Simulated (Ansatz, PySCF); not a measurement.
Ti(Cl)2(OH)2 (Cl2H2O2Ti), SMILES [OH][Ti]([OH])([Cl])[Cl], multiplicity 1. Atoms are numbered in the order given.

```xyz
7

Ti    -0.1993     0.0006    -0.0108
Cl     1.0214    -1.8243    -0.0206
Cl     1.0745     1.7888    -0.0036
O     -1.1950     0.0107     1.4079
H     -2.0254     0.0409     1.8914
O     -1.1977     0.0240    -1.4276
H     -2.0292     0.0573    -1.9089
```

Geometry: ωB97X-D3(BJ)/def2-SVP. The multiplicity is an assumed one; no other spin state was optimised. The structure was generated by enumeration; whether it is a known compound was not checked. One conformer was computed; it need not be the lowest.

Two levels are set side by side: PBE-D3(BJ)/def2-SVP (Ansatz, a first-principles code) and ωB97X-D3(BJ)/def2-SVP (PySCF). Each level has its own optimised geometry; the coordinates shown are those of the second. Differences are taken from unrounded values.

```json
[
 {"quantity": "mean bond length (Å)", "ωB97X-D3(BJ)": "1.630"},
 {"quantity": "bond Ti1–Cl2 (Å)", "ωB97X-D3(BJ)": "2.196"},
 {"quantity": "bond Ti1–Cl3 (Å)", "ωB97X-D3(BJ)": "2.196"},
 {"quantity": "bond Ti1–O4 (Å)", "ωB97X-D3(BJ)": "1.733"},
 {"quantity": "bond Ti1–O6 (Å)", "ωB97X-D3(BJ)": "1.733"},
 {"quantity": "bond O4–H5 (Å)", "ωB97X-D3(BJ)": "0.961"},
 {"quantity": "bond O6–H7 (Å)", "ωB97X-D3(BJ)": "0.961"}
]
```

Problem. What does PBE-D3(BJ) give, and how far is it from ωB97X-D3(BJ)? (Estimate from the structure and the level; the computed values follow.)

Solution. 
| quantity | PBE-D3(BJ) | PBE-D3(BJ) minus ωB97X-D3(BJ) |
|---|---|---|
| mean bond length (Å) | 1.650 | 0.020 |
| bond Ti1–Cl2 (Å) | 2.211 | 0.016 |
| bond Ti1–Cl3 (Å) | 2.212 | 0.017 |
| bond Ti1–O4 (Å) | 1.765 | 0.032 |
| bond Ti1–O6 (Å) | 1.765 | 0.032 |
| bond O4–H5 (Å) | 0.972 | 0.011 |
| bond O6–H7 (Å) | 0.972 | 0.011 |

GGA bonds tend to be longer and softer than those of functionals with exact exchange. Differences between two approximate levels are no errors against the true value.
